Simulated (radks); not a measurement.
Results of a calculation; reference values are marked as such.
The argon ion Ar3+, [Ne] 3s2 3p3. Code: a radial shooting solver on a logarithmic mesh with Libxc functionals. Model: non-relativistic Kohn-Sham, exchange-only B88, spin-polarised, spherical densities, point nucleus. Every spin shell is full or empty, so the densities are truly spherical. Functionals are evaluated on that one density, not self-consistently. Rank these exchange functionals by their error against the exact value of the orbitals, and give that value: LDA, B88, OPTX, SOGGA, B86b, revTPSS, SCAN, MVS.

Answer. Exact: -29.0136 hartree. From best to worst, with 100 (|E| - |E exact|)/|E exact| (equal figures are ties): B88 -0.02, B86b +0.06, OPTX +0.10, MVS -0.24, SCAN +0.27, revTPSS -0.51, SOGGA -3.48, LDA -7.79.
